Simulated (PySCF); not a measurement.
# Hartree-Fock beside MP2: GeH3O3 anion

These are calculations, not measurements. They come from PySCF 2.14.0, an open-source quantum chemistry program, on an isolated molecule that a program drew, which may never have been made. The molecule is GeH3O3 anion (charge -1, singlet), drawn as the SMILES string `[O-][GeH]([OH])[OH]`.

The geometry was optimised and harmonic frequencies were computed with HF and MP2, all in the aug-cc-pVDZ basis, for the commonest isotopes, with a restricted reference for singlets and an unrestricted one otherwise, and a frozen core in MP2. Germanium has the aug-cc-pVDZ-PP basis, with a core potential (ECP10MDF) in place of its 10 inner electrons, and its 3s, 3p and 3d shells are frozen in MP2. Each result is a local minimum of its method.

Geometry at the HF minimum:
```xyz
7
GeH3O3 anion, angstrom
O     0.2329   -3.1583   -0.8084
Ge    1.1491   -2.4265    0.3837
O     1.7271   -0.7724   -0.1019
O     0.2023   -2.1391    1.9090
H     2.4430   -3.0712    0.9267
H     1.2867   -0.5451   -0.9047
H    -0.7022   -2.3286    1.7186
```

Lengths of the bonds as drawn, in Å (atoms numbered as above):
| bond | HF | MP2 |
|---|---|---|
| O1-Ge2 | 1.672 | 1.717 |
| Ge2-O3 | 1.818 | 1.868 |
| Ge2-O4 | 1.818 | 1.868 |
| Ge2-H5 | 1.544 | 1.553 |
| O3-H6 | 0.944 | 0.970 |
| O4-H7 | 0.944 | 0.970 |

Rotational constants, in GHz:
| constant | HF | MP2 |
|---|---|---|
| A | 6.054 | 5.729 |
| B | 5.762 | 5.514 |
| C | 3.568 | 3.373 |

Harmonic frequencies in cm^-1, each column in rising order, so a row needn't be the same motion in every method:
```
rank,HF,MP2
1,177,149
2,234,203
3,292,266
4,325,298
5,335,307
6,648,591
7,655,593
8,786,712
9,831,762
10,918,?
11,977,922
12,1021,962
13,2138,2074
14,4173,3805
15,4174,3806
```

**Estimate the missing MP2 frequency from the HF column.**

A single factor s that minimises the squared misfit of MP2 against s times HF over the other rows is sum(HF x MP2) / sum(HF^2) = 0.9191, with an rms misfit of 33 cm^-1. For rank 10 it gives 0.9191 x 918 = 844 cm^-1. The calculation gives 841 cm^-1, 3 cm^-1 below the estimate. The drawn bonds are on average 2.4 % longer in MP2 than in HF.
